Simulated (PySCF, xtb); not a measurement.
Sn(H)2(SMe)2 (C₂H₈S₂Sn), SMILES C[S][SnH2][S]C.

GFN2-xTB (xtb) at its own geometry gives an orbital gap of 2.48 eV and a dipole moment of 2.42 D.

Geometry: B3LYP-D3(BJ)/def2-SVP. The def2 effective core potentials stand for the cores of Sn; spin–orbit coupling is left out. One conformer was computed; it need not be the lowest.

Problem. What does M06-2X/def2-TZVP run with PySCF give? (The exact figures need the calculation; the answer reports its results.)

Solution. gap 7.85 eV (levels -7.93 and -0.08 eV), dipole 2.08 D.
